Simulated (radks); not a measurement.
Problem. These are the eigenvalues of the occupied orbitals of an atom or ion with whole-number occupations (eV). Calculated with a radial shooting solver on a logarithmic mesh with Libxc functionals: non-relativistic Kohn-Sham, PBE, spin-polarised, spherical densities, point nucleus.

1s up: -27995.80
1s down: -27995.71
2s up: -4152.610
2s down: -4151.968
2p up: -3886.125
2p down: -3885.603
3s up: -818.6136
3s down: -818.2591
3p up: -708.8455
3p down: -708.4347
3d up: -505.4655
3d down: -504.8733
4s up: -147.3470
4s down: -145.1671
4p up: -110.3800
4p down: -108.2020
4d up: -48.5257
4d down: -46.3376
5s up: -22.1789
5s down: -19.5972
5p up: -14.2000

Which element is it, and in what charge state? The configuration may be excited. Open shells, if any, are filled with parallel spins first.

Solution. Z = 50, tin, charge +1: Sn+ in [Kr] 4d8 5s2 5p3. The list shows which subshells hold electrons but not how many an open one holds; the 1s level, -1028.8 hartree, gives Z - s = 45.4 by -(Z - s)^2/2, which with screening narrows Z to a few neighbours, and the depths of the outer levels then fix element, charge and occupations together.
